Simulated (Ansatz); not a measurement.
A structure drawn as `[F][SnH2][SH]`, with this starting geometry:

```xyz
6

F    -1.1827   -1.3220   -0.9797
Sn   -0.5210    0.2334   -0.0968
S     1.8608    0.1582   -0.1805
H    -1.0307    1.6924   -0.8790
H    -1.0513    0.2938    1.5743
H     1.9249   -1.0559    0.5618
```

Charge 0, multiplicity 1. Sn: def2 effective core potential.

**Question.** Relax it with Ansatz at PBE-D4/def2-SVP and then PBE0-D4/def2-TZVP. Is the drawn bonding still there?

**Answer.** Yes, every drawn bond is still there and no new one forms.

**Question.** Give the relaxed structure. (An estimate is asked.)

**Answer.** The calculation gave: 
Z-matrix (Å, degrees):
```
Sn
S 1 2.380
F 1 1.924 2 107.4
H 1 1.696 2 109.0 3 -113.5
H 1 1.699 2 112.1 3 113.4
H 2 1.344 1 93.3 3 -79.4
```
All modes are real.

Atoms count as bonded under 1.1 times the sum of their covalent radii (H–H under 0.85 Å, pairs among N, O and F under 1.55 Å), and a drawn bond as lost past 1.3 times.
